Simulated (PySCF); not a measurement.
This PySCF input asks for the NMR shieldings of SMILES C(C[Si@H](C)[SiH3])Cl, C$_{3}$H$_{11}$ClSi$_{2}$; the geometry comes from GFN2-xTB.

```python
import basis_set_exchange as bse
import numpy as np
from pyscf import gto, dft
from pyscf.prop import nmr

atoms = """
C    -0.633413    1.895024   -0.560245
Si   -0.700771   -0.004161   -0.710059
Si   -1.849344   -0.957946    1.066022
C     1.105636   -0.650413   -0.800323
C     1.888235   -0.325421    0.447635
Cl    3.559874   -0.979500    0.362846
H    -0.245330    2.205338    0.406539
H    -0.004523    2.341429   -1.325882
H    -1.625466    2.325085   -0.661464
H    -1.271007   -0.316039   -2.035442
H    -1.740253   -2.418952    1.091888
H    -3.278533   -0.639844    1.027252
H    -1.359476   -0.486049    2.367256
H     1.096454   -1.731413   -0.945719
H     1.615891   -0.223897   -1.664852
H     1.438032   -0.770356    1.335459
H     1.996997    0.749143    0.589177
"""
names = dict.fromkeys(["C", "Si", "Cl", "H"], "pcSseg-1")
basis = {el: gto.basis.parse(bse.get_basis(n, elements=[el], fmt="nwchem")) for el, n in names.items()}
mol = gto.M(atom=atoms, basis=basis, charge=0, verbose=0)
mf = dft.RKS(mol, xc="PBE0")
mf.grids.level = 2
mf.grids.alignment = dft.numint.BLKSIZE   # the property module wants whole blocks of grid points
mf.conv_tol = 1e-9
mf.kernel()

calc = nmr.RKS(mf)   # GIAO
C = mf.mo_coeff
Co = C[:, mf.mo_occ > 0]
resp = mf.gen_response(singlet=True, hermi=2)
def vind(x):   # induced exchange potential for any number of trial vectors
    d = np.einsum("pi,xij,qj->xpq", C, 2 * x.reshape(-1, C.shape[1], Co.shape[1]), Co, optimize=True)
    return np.einsum("xpq,pi,qj->xij", resp(d - d.transpose(0, 2, 1)), C, Co, optimize=True).ravel()
mo1, _ = nmr.rhf.solve_mo1(calc, with_cphf=vind)
sigma = calc.kernel(mo1)
for i, s in enumerate(sigma):   # ppm
    print("%2d %-2s %9.2f" % (i, mol.atom_pure_symbol(i), np.trace(s) / 3))
```

Q: What does it print?

A: 
```
 0 C     192.64
 1 Si    396.02
 2 Si    469.27
 3 C     163.16
 4 C     137.17
 5 Cl    806.24
 6 H      31.57
 7 H      31.41
 8 H      31.51
 9 H      27.34
10 H      28.33
11 H      28.36
12 H      28.32
13 H      30.44
14 H      30.25
15 H      28.19
16 H      28.11
```

These numbers come from an equivalent density-fitted implementation of the same equations, which agrees with the script to about 0.01 ppm for H and up to a few tenths of a ppm for heavy atoms, so last digits may differ.

Q: Turn these shieldings into chemical shifts. Referencing at the same level of theory: 13C (σref 186.93), 29Si (σref 349.16), 1H (σref 31.72) vs TMS; 35Cl (σref 949.78) against HCl.

A: Averaging equivalent atoms: C 4: 49.8; C 3: 23.8; C 0: -5.7; Si 1: -46.9; Si 2: -120.1; Cl 5: 144; H 9: 4.38; H 16: 3.61; H 15: 3.53; H 10/11/12: 3.38; H 14: 1.47; H 13: 1.27; H 6/7/8: 0.22 ppm. 

Size and cost of the density-fitted run: 178 basis functions, 25 s wall time on 1 thread of an Arm Neoverse V1, shared host; peak memory 0.75 GiB.
